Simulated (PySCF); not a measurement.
trifluoroacetic acid (C₂HF₃O₂), SMILES O=C(O)C(F)(F)F. Atoms are numbered in the order given.

```xyz
8

O      1.0548     1.5214     0.0000
C     -0.1569     0.9403     0.0000
O     -1.2213     1.5109     0.0000
C     -0.0006    -0.6035     0.0000
F      0.6784    -1.0052     1.0937
F     -1.2034    -1.1863     0.0000
F      0.6784    -1.0052    -1.0937
H      0.8968     2.4914     0.0000
```
Charge 0, spin multiplicity 1.

Geometry optimised at PBE-D3(BJ)/def2-SVP. One conformer was computed; it need not be the lowest.

The numbers are results of PBE/pcSseg-1 run with PySCF, not measurements.

GIAO shieldings, no solvent; atoms alike by connectivity are averaged. δ = σ(ref) − σ: ¹⁷O against H2O (σ = 334.3 ppm); ¹³C against TMS (σ = 182.0 ppm); ¹⁹F against CFCl3 (σ = 133.6 ppm); ¹H against TMS (σ = 31.49 ppm), references at their B3LYP-D3(BJ)/def2-TZVP geometries, non-relativistic.

Task: Estimate the chemical shifts. (Estimate from the structure and the level; the computed values follow.)

Result: 
```json
[
 {"nucleus": "¹⁷O", "atoms": "O3", "count": "1", "δ (ppm)": "446.9"},
 {"nucleus": "¹⁷O", "atoms": "O1", "count": "1", "δ (ppm)": "227.4"},
 {"nucleus": "¹³C", "atoms": "C2", "count": "1", "δ (ppm)": "165.1"},
 {"nucleus": "¹³C", "atoms": "C4", "count": "1", "δ (ppm)": "131.9"},
 {"nucleus": "¹⁹F", "atoms": "F5, F6, F7", "count": "3", "δ (ppm)": "-101.1"},
 {"nucleus": "¹H", "atoms": "H8", "count": "1", "δ (ppm)": "6.67"}
]
```
